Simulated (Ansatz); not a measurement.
A structure relaxed at B3LYP-D4/def2-SVP in Ansatz, charge 0, singlet:

```xyz
8

B     0.917   -0.377    0.656
B    -1.078   -0.863    0.575
B    -0.392    0.177   -0.297
B     0.146    1.376   -1.374
B     1.211    0.754   -0.423
Cl    1.626   -1.386    1.902
Cl   -0.599    2.343   -2.588
Cl   -1.831   -2.023    1.549
```

Task: Give its formula and point group.

Result: the cluster B5Cl3 (the lowest singlet isomer of a short search). Point group Cs (tolerance 0.1 Å).

Task: Summarise the bond lengths by kind (pairs closer than 1.2 times the sum of covalent radii, bridged metal pairs left out).

Result: 6 × B–B 1.52 to 1.71 Å; 3 × B–Cl 1.69 to 1.75 Å.

The structure comes from a short search, and lower isomers may exist.
